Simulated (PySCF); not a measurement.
A structure optimised at PBE-D3(BJ)/def2-SVP, used in a PySCF frequency run:

```
C
H 1 1.1074
H 1 1.1100 2 108.55
H 1 1.1100 2 108.55 3 -116.04
Al 1 1.9415 2 112.14 4 -121.98
F 5 1.6780 1 120.31 2 180.00
Br 5 2.2627 6 115.88 1 180.00
```
Charge 0, spin multiplicity 1.

### Question
Write its SMILES, formula and point group.

### Answer
[CH3][Al]([F])[Br], CH3AlBrF, Cs

### Question
What are its rotational constants (standard atomic weights)?

### Answer
5.7521, 1.7937, 1.3793 GHz
